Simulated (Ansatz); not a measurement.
Ideal-gas functions of F2H2SeSi2 (`F[Si@@H]1[Se][Si@@H]1F`) at 800 K and 1 bar, from an Ansatz frequency run at PBE0-D4/def2-TZVP.

Molar mass 175.14 g/mol, point group Cs (symmetry number 1), electronic degeneracy 1, moments of inertia 255.389, 257.92, 440.007 u Å². Harmonic wavenumbers (cm⁻¹, unscaled): 118, 176, 199, 256, 336, 380, 503, 566, 682, 813, 819, 887, 928, 2262, 2266.

Use S(trans) = R[1.5 ln M + 2.5 ln T − 1.1517]; rotational temperatures θ = 24.2544 K / I; S(rot) = R[ln(√π/σ · √(T³/θAθBθC)) + 1.5]; for each mode x = 1.438777 ν̃/T, S = R[x/(eˣ − 1) − ln(1 − e⁻ˣ)] and H = RT x/(eˣ − 1); 1 cm⁻¹ = 0.0119627 kJ/mol; R = 8.31446 J/(mol·K).

**Question.** By hand: the entropy, in J/(mol·K).

**Answer.** Translation 193.8. Rotation: θ = 0.095, 0.094, 0.0551 K, giving 132.3. Vibration, mode by mode: 21.22, 17.91, 16.90, 14.84, 12.63, 11.64, 9.43, 8.52, 7.12, 5.86, 5.81, 5.26, 4.96, 0.73, 0.73, in all 143.5. Electronic 0.0. Sum 469.6 J/(mol·K).

**Question.** By hand: H − E and G − E in kJ/mol, counted from the electronic energy.

**Answer.** Zero-point energy ½ × 11191 × 0.0119627 = 66.9; thermal vibration 55.2; translation, rotation and pV give 4 RT = 26.6. H − E = 148.7 kJ/mol, and G − E = 148.7 − 800 × 469.6/1000 = -227.0 kJ/mol.

Vibration gives 31 % of the entropy, 21.2 J/(mol·K) of it from the mode under 150 cm⁻¹: soft modes count most, and the harmonic formula is weakest for them.
